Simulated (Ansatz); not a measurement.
Diatomic Be$_{2}$-, multiplicity 4 (an upper state: multiplicity 2 came lower at CCSD(T)/def2-TZVPP on PBE0 minima).

Seven points along R, fitted to fifth degree in 1/R; most abundant isotopes. Runs in def2 and cc sets follow the lowest solution found near the PBE0 minimum.

Run with Ansatz (a program for electronic structure) with Gaussian orbitals. Each number belongs to the level named beside it.

| level | r_e (Å) | ω_e (cm⁻¹) | B_e (cm⁻¹) | α_e (cm⁻¹) |
|---|---|---|---|---|
| PBE/def2-TZVPP | 1.969 | 693 | 0.965 | 0.010 |
| wB97X-V/def2-TZVPP | 2.034 | 696 | 0.905 | 0.0084 |
| CCSD/def2-TZVPP | 2.061 | 661 | 0.881 | 0.0094 |
| CCSD(T)/def2-TZVPP | 2.068 | 648 | 0.874 | 0.0098 |

Correlated levels freeze the inner cores; with def2 sets outer-core shells near the valence are correlated too.
